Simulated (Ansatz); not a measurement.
Basis sets compared for B₈H₁₃⁻. Total charge -1; singlet. Geometry r2SCAN-D4/def2-SVPD. Ansatz on 4 threads of Arm Neoverse V2 on a shared host; times are rough, and most runs start from earlier orbitals.

```xyz
21

B    -0.354   -1.068   -0.644
B     1.145   -0.806    0.258
B    -1.086    0.518   -1.208
B     0.082    1.933   -1.079
B    -1.674   -0.223    0.251
B    -0.369   -0.838    1.065
B     0.691    0.271   -1.230
B     1.019   -0.791    2.097
H     0.298    2.584   -2.084
H    -2.802   -0.440    0.612
H     1.661   -1.741    2.474
H    -1.206    1.905   -0.971
H     1.921   -1.690    0.015
H     1.392    0.005   -2.176
H    -0.313   -1.368    2.234
H    -0.547   -2.107   -1.222
H     0.338    2.458   -0.008
H    -1.689    0.406   -2.255
H     1.499    0.403   -0.118
H     0.949    0.160    2.846
H    -0.955    0.428    1.144
```

The structure comes from a short search, and lower isomers may exist.

```
            level  functions  energy (Eh)  HOMO (eV)  LUMO (eV)  wall time
 PBE-D4/def2-SVPD        264    -206.2035      -1.04       1.75      4.6 s
PBE0-D4/def2-SVPD        264    -206.2680      -1.87       2.58        6 s
```

Question: Estimate the rows for PBE-D4/def2-TZVPD, PBE0-D4/def2-TZVPD.

Answer: 
| level | functions | energy (Eh) | HOMO (eV) | LUMO (eV) | wall time |
| --- | --- | --- | --- | --- | --- |
| PBE-D4/def2-TZVPD | 413 | -206.4045 | -1.03 | 1.75 | 7.5 s |
| PBE0-D4/def2-TZVPD | 413 | -206.4655 | -1.85 | 2.56 | 13 s |
